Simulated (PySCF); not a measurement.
Computed shifts of a molecule C4H7FSi, PBE/pcSseg-1 (PySCF), GIAO, gas phase, equivalent atoms averaged, in ppm (number of nuclei): ¹³C: 168.5 (1), 153.6 (1), 95.8 (1), -1.1 (1). ²⁹Si: 1.0 (1). ¹⁹F: -251.2 (1). ¹H: 7.77 (1), 7.01 (1), 5.88 (1), 5.78 (1), 0.86 (3). References: ¹³C against TMS (σ = 182.0 ppm); ²⁹Si against TMS (σ = 335.4 ppm); ¹⁹F against CFCl3 (σ = 133.6 ppm); ¹H against TMS (σ = 31.49 ppm), references at their B3LYP-D3(BJ)/def2-TZVP geometries, non-relativistic. The structure is a stationary point at B3LYP-D3(BJ)/def2-SVP. Other conformers were not sampled.

Problem. Which molecule gave these data?
(A) FC1=CC[C@@H]1[SiH3]
(B) C[Si@H]1C=C[C@H]1F
(C) C=C=CC[SiH2]F
(D) C=C1[SiH2]C[C@H]1F

Solution. B, C[Si@H]1C=C[C@H]1F
